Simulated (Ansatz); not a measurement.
A nudged elastic band was laid between two geometries of C$_{2}$H$_{3}$AlSi (7 atoms, charge 0, multiplicity 1).

Method: UKS revPBE/def2-SVP (Ansatz 0.2.0).

```json
{
 "movable images": "5",
 "climbing image": "yes",
 "spring": "5.0 eV/Å²",
 "optimiser": "quadratic models (default)",
 "start path": "through a guess of the saddle point",
 "force threshold": "0.03 eV/Å",
 "iteration limit": "60",
 "end points": "relaxed"
}
```

Initial state:

```xyz
7
Properties=species:S:1:pos:R:3
C -0.488 -0.565 0.570
Si 0.235 -1.929 1.470
Al 1.440 -0.470 0.013
C -0.938 0.502 -0.162
H 2.137 0.565 -0.984
H -1.013 1.520 0.267
H -1.372 0.379 -1.174
```

Final state:

```xyz
7
Properties=species:S:1:pos:R:3
C -0.833 -0.747 0.520
Si 0.277 -1.813 1.398
Al 0.871 0.389 -0.244
C -1.188 0.255 -0.265
H 1.588 -0.220 -1.539
H -2.169 0.625 -0.605
H 1.453 1.512 0.735
```

(1) What changes between the two ends?

(2) Give the energies along the band, and the barrier.

(3) What is the geometry of the highest image?

Results:

(1) Bonds broken: C4–H7. Bonds formed: Al3–C4, Al3–H7.

(2) The run converged. The highest image is number 5 of 0 to 6, 2.05 eV above the first end and 1.34 eV above the last; the last end lies 0.71 eV above the first. The profile has 2 maxima (images 2, 5) with wells between them (image 4): this band takes more than one step, which may be the mechanism or a detour left from its start path. Neighbouring images differ by up to 2.0 eV, so the band resolves the path poorly. A vibrational analysis at the climbing image gives one clearly imaginary mode, 974i cm⁻¹: a first-order saddle point. The orbitals were unrestricted but ended closed-shell.

```tsv
image	path coordinate (Å)	energy (eV)	C4–H7 (Å)	Al3–C4 (Å)	Al3–H7 (Å)
0	0.00	0.00	1.11	2.58	3.17
1	1.21	0.33	1.10	3.04	3.47
2	2.41	1.02	1.11	3.17	3.47
3	3.62	0.24	1.10	3.00	3.46
4	4.82	0.06	1.11	2.39	2.86
5	6.03	2.05	1.51	2.10	1.74
6	7.69	0.71	3.09	2.06	1.60
```

(3) 
```xyz
7
Properties=species:S:1:pos:R:3
C -0.856 -0.829 0.434
Si 0.197 -1.894 1.445
Al 1.153 -0.156 -0.206
C -0.846 0.434 0.011
H 1.558 0.001 -1.754
H -1.558 1.193 -0.349
H 0.352 1.251 0.419
```

The run took 5.3 min on 2 threads of Intel(R) Xeon(R) Platinum 8488C (Sapphire Rapids), on a shared host, peak memory 0.21 GiB.
